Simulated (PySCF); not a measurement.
**Stretching KS**

Set-up: PySCF, no relativity, basis sets K def2-SVPD, S def2-SVPD. Energies in eV from K + S in their ground configurations at the same level. State: ²Π (doublet), unpaired electrons π ↑.

```
R (Å)  LC-ωPBE   B3LYP     PBE  UHF-CCSD(T)
2.463   -2.290  -2.089  -2.209             
2.578   -2.581  -2.390  -2.496       -2.089
2.692   -2.734  -2.556  -2.652       -2.287
2.778   -2.786  -2.617  -2.708       -2.368
2.864   -2.796  -2.637  -2.725       -2.406
2.950   -2.777  -2.627  -2.713       -2.411
3.064   -2.717  -2.580  -2.664       -2.380
3.208   -2.606  -2.485  -2.569       -2.301
3.380   -2.444  -2.341  -2.428       -2.169
3.609   -2.209  -2.130  -2.222
```

Put a parabola through the three lowest points of the LC-ωPBE curve and estimate Re, k and ωe (reduced mass 17.56 u; 1 eV/Å² = 0.16022 mdyn/Å; ωe = 1302.8·√(k/μ) cm⁻¹).

Through R = 2.778, 2.864, 2.95 Å the second-order coefficient is 1.96 eV/Å², so Re ≈ 2.851 Å, k ≈ 0.628 mdyn/Å and ωe ≈ 246 cm⁻¹. A polynomial fit of higher order to the unrounded LC-ωPBE energies gives Re = 2.848 Å, k = 0.691 mdyn/Å, ωe = 258 cm⁻¹; anharmonicity and rounding make the difference.

The higher-order fit for each curve: LC-ωPBE: Re = 2.848 Å, ωe = 258 cm⁻¹, De = 2.80 eV; B3LYP: Re = 2.875 Å, ωe = 247 cm⁻¹, De = 2.64 eV; PBE: Re = 2.867 Å, ωe = 245 cm⁻¹, De = 2.72 eV; UHF-CCSD(T): Re = 2.922 Å, ωe = 239 cm⁻¹, De = 2.41 eV.

Correlated steps freeze 10 core orbitals. Correlated levels converge slowly with the basis: in double zeta they bind strong bonds too weakly, by up to about 1 eV, and carry superposition errors of some tenths. The state is the lowest determinant that a PBE0 search found; another state may lie lower at other levels.
